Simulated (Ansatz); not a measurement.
Basis sets compared for TcO3Br (TcBrO₃). Total charge 0; singlet. Geometry r2SCAN-D4/def2-SVP. Ansatz on 2 threads of Arm Neoverse V1 on a shared host; times are rough, and most runs start from earlier orbitals.

```xyz
5

Tc    0.044   -0.034    0.132
O     0.480   -1.651    0.177
O     1.364    0.917    0.532
O    -1.201    0.245    1.218
Br   -0.688    0.522   -2.060
```

In the def2 sets Tc takes a core potential; there is no spin–orbit coupling. The restricted singlet is unstable towards broken spin symmetry in Hartree–Fock (as tested in another run); at PBE-D4/def2-SVP, PBE0-D4/def2-SVP, PBE0-D4/def2-TZVP this wasn't settled.

Binding counts from free atoms (Tc sextet, O triplet, Br doublet) in the same basis, without a counterpoise term.

```json
{"level": "PBE-D4/def2-SVP", "functions": "105", "energy (Eh)": "-2879.7190", "HOMO (eV)": "-8.24", "LUMO (eV)": "-4.68", "binding per atom (eV)": "4.75", "wall time": "2 s"}
{"level": "PBE0-D4/def2-SVP", "functions": "105", "energy (Eh)": "-2879.6797", "HOMO (eV)": "-9.63", "LUMO (eV)": "-4.20", "binding per atom (eV)": "3.99", "wall time": "3 s"}
```

Q: Estimate the rows for PBE-D4/def2-TZVP (with forces), PBE0-D4/def2-TZVP.

A: 
```json
{"level": "PBE-D4/def2-TZVP (with forces)", "functions": "181", "energy (Eh)": "-2880.3306", "HOMO (eV)": "-8.31", "LUMO (eV)": "-4.75", "binding per atom (eV)": "4.69", "wall time": "4.3 s"}
{"level": "PBE0-D4/def2-TZVP", "functions": "181", "energy (Eh)": "-2880.2956", "HOMO (eV)": "-9.63", "LUMO (eV)": "-4.18", "binding per atom (eV)": "3.98", "wall time": "6 s"}
```
